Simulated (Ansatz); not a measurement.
Mulliken charges of CH₂AlFOSeSi, SMILES `O=[C]1[AlH][Se][SiH]1F` from PBE/def2-TZVPP in Ansatz (PBE0-D4/def2-TZVP geometry).

```
atom   x (Å)   y (Å)   z (Å)  charge (e)
  O1  -0.432  -1.064   1.981      -0.162
  C2  -0.055  -0.572   0.955      -0.018
 Al3   1.661  -0.580  -0.171       0.310
 Se4   0.600   0.685  -1.818      -0.198
 Si5  -1.072   0.570  -0.285       0.478
  F6  -1.396   1.997   0.357      -0.259
  H7   3.134  -1.155  -0.226      -0.081
  H8  -2.347   0.062  -0.850      -0.070
```

Q: By hand: the dipole of these point charges (1 e Å = 4.8032 D).

A: Σ q r = (0.227, -0.288, -0.182) e Å, of length 0.409 e Å = 1.96 D.

Q: How does the dipole of the full density compare? (An estimate is asked.)

A: Computed: (0.220, -0.160, -0.210) e Å, 1.65 D; the point charges give 1.19 times that, at 17° from its direction.

Point charges leave out the atoms' own dipoles, such as those of lone pairs, and Mulliken's split depends on the basis, so the two needn't agree.
